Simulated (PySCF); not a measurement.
C4H9O, charge +1. Atoms are numbered in the order given.

```xyz
14

C      1.8778    -0.4103    -0.1522
C      0.7964     0.3432     0.6552
C     -0.5208     0.1565     0.0243
C     -1.3374    -1.0392     0.2309
O     -1.0058     1.0337    -0.7592
H      2.8456    -0.2439     0.3395
H      1.6896    -1.4923    -0.1757
H      1.9486    -0.0386    -1.1839
H      1.0412     1.4164     0.7161
H      0.7557    -0.0629     1.6783
H     -0.7130    -1.9293     0.3888
H     -1.8912    -0.8749     1.1775
H     -2.0705    -1.1815    -0.5731
H     -0.4553     1.8361    -0.8433
```
Charge +1, spin multiplicity 1.

The structure is a stationary point at PBE0-D3(BJ)/def2-SVP. The isomer is the one that the SMILES or the coordinates give; other isomers of the formula were not compared. The values are those of a single conformer.

These are SMD-PBE0/6-31G* run with PySCF values and carry that method's errors.

Solvation free energies are E(SMD) − E(gas) at the gas-phase geometry, for 1 M in both phases.

Q: Rank water, n-hexane, ethanol by solvation free energy, most negative first.

A: ethanol (-65.8 kcal/mol), water (-64.4 kcal/mol), n-hexane (-31.4 kcal/mol)
